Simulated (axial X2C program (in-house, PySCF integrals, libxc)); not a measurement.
**Levels of LiPt by electron attachment to LiPt⁺ (EOM-EA-CCSD)**

Computed with an in-house all-electron X2C program for linear molecules (integrals from PySCF): two-component X2C with atomic mean-field Coulomb and Gaunt terms, Gaussian nuclei, basis Pt dyall-acv3z, Li dyall-acv3z with contracted cores.

R = 2.273 Å (near the PBE0 minimum at charge 0 of the determinant lowest at the starting distance; the state shown can have its own minimum elsewhere).

Hartree–Fock spinors of LiPt⁺ (one of each Kramers pair; a window near the gap, which can cut inner shells):

| ω | occupied | ε (eV) | character |
| --- | --- | --- | --- |
| 1/2 | yes | -17.71 | 98% Pt d |
| 3/2 | yes | -17.42 | 99% Pt d |
| 3/2 | yes | -15.83 | 98% Pt d |
| 5/2 | yes | -15.79 | 100% Pt d |
| 1/2 | yes | -14.76 | 63% Pt d, 18% Pt s, 10% Li p |
| 1/2 | no | -5.36 | 36% Pt s, 29% Pt d, 25% Li s |
| 1/2 | no | -3.74 | 37% Li p, 28% Pt p, 25% Li s |
| 1/2 | no | -3.20 | 53% Li p, 42% Pt p, 2% Pt d |
| 3/2 | no | -3.10 | 58% Li p, 39% Pt p, 3% Pt d |
| 1/2 | no | -2.31 | 36% Pt p, 22% Li s, 18% Pt s |
| 1/2 | no | -1.72 | 39% Li s, 19% Li p, 12% Li d |

Levels of LiPt obtained by attaching an electron to LiPt⁺:

```csv
Ω,binding energy (eV),above lowest (cm⁻¹),attached spinor,one-particle weight
1/2,7.109,0,"40% Pt sσ, 22% Pt dσ, 15% Li sσ",0.91
1/2,4.262,22959,"38% Pt pσ, 31% Li sσ, 19% Li pσ",0.96
1/2,3.826,26475,"45% Pt pπ, 41% Li pπ",0.84
3/2,3.658,27830,"49% Li pπ, 47% Pt pπ",0.77
```

This point took 33 s on 1 thread of Intel(R) Xeon(R) Platinum 8175M CPU @ 2.50GHz (Skylake/Cascade Lake) (shared host).

Reference electrons by ω block (each with its −ω partner): 1/2: 22, 3/2: 12, 5/2: 5, 7/2: 1. 10 electrons of LiPt⁺ correlated (inner shells frozen), 92 natural virtual spinors (a truncated set); levels can be off by some tenths of an eV. Roots sought by Ω: (1/2: 5, 3/2: 4, 5/2: 2, 7/2: 1); rows need 60 % one-particle weight and stop where some Ω has no more roots. Missing are any skipped roots, higher Ω and states of a further excitation; these come out far too high here and may in truth be low or lowest. T1 of the reference 0.023 (Lee–Taylor). The reference was not checked to be the lowest state of its species. Number of frozen shells: Pt 5 s, 4 p, 2 d, 1 f; Li 1 s. Left out with split weight: Ω = 1/2 at 3.98 eV (0.22).
